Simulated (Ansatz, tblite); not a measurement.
Cost and result up the ladder for GeBr₂ (3 atoms). Total charge 0; singlet. Geometry: PBE0-D4/def2-TZVP.

```xyz
3

Ge    0.0097    0.9881   -0.0966
Br   -0.4484   -0.6601   -1.6949
Br    0.4388   -0.3280    1.7915
```

Ansatz on 4 threads of Intel Xeon on a shared host; xTB runs through tblite on one thread. Times are rough, summed over both states, and most runs start from the orbitals of an earlier one. PBE0-D4/def2-TZVP serves as the yardstick here, not as an exact answer. The other state is a doublet.

The xTB rows come from tblite.

Raw xTB energies of ions are shifted by several eV.

| level | functions | wall time | vertical IE (eV) | difference from PBE0-D4/def2-TZVP (eV) |
| --- | --- | --- | --- | --- |
| GFN2-xTB | 27 | 0.019 s | 14.99 | 5.18 |
| GFN1-xTB | 27 | 0.021 s | 13.63 | 3.82 |
| PBE-D4/def2-TZVP | 144 | 8 s | 9.61 | -0.20 |
| r2SCAN-D4/def2-TZVP | 144 | 16 s | 9.77 | -0.04 |
| PBE0-D4/def2-TZVP | 144 | 16 s | 9.81 | 0.00 |
